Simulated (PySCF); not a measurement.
# GaOBr + HCl → GaOCl + HBr

Level: PBE0 in the def2-TZVP basis family, all electrons, no relativity, computed in PySCF with density fitting; open shells unrestricted.

```json
{"species": "GaOBr", "state and structure": "singlet, C∞v, Ga–Br 2.223 Å, Ga–O 1.645 Å; Br–Ga–O 180.0°", "E (Eh)": "-4573.65962", "ZPE (kJ/mol)": "9.3", "H(298 K) − H(0) (kJ/mol)": "13.3", "S° (J/(mol K))": "278.0"}
{"species": "HCl", "state and structure": "singlet, C∞v, H–Cl 1.279 Å", "E (Eh)": "-460.66440", "ZPE (kJ/mol)": "17.9", "H(298 K) − H(0) (kJ/mol)": "8.7", "S° (J/(mol K))": "186.6"}
{"species": "GaOCl", "state and structure": "singlet, C∞v, Ga–Cl 2.081 Å, Ga–O 1.643 Å; Cl–Ga–O 180.0°", "E (Eh)": "-2459.86044", "ZPE (kJ/mol)": "10.3", "H(298 K) − H(0) (kJ/mol)": "12.8", "S° (J/(mol K))": "266.4"}
{"species": "HBr", "state and structure": "singlet, C∞v, H–Br 1.421 Å", "E (Eh)": "-2574.45811", "ZPE (kJ/mol)": "16.0", "H(298 K) − H(0) (kJ/mol)": "8.7", "S° (J/(mol K))": "198.5"}
```

Q: What is the electronic reaction energy?

A: At PBE0/def2-TZVP, ΔE = 14.4 kJ/mol from the differences of the total energies times 2625.5, uphill. 

Q: Add zero-point, thermal and entropy terms for 298.15 K and 1 bar.

A: ΔZPE = -0.9 and Δ[H(298) − H(0)] = -0.5 kJ/mol give ΔH° = 13.0 kJ/mol. ΔS° = 0.3 J/(mol K), so ΔG° = 13.0 − 298.15 × (0.0003) = 13 kJ/mol and log₁₀K = -2.3.

The structures come from searches over a few start shapes, so lower isomers are not excluded.
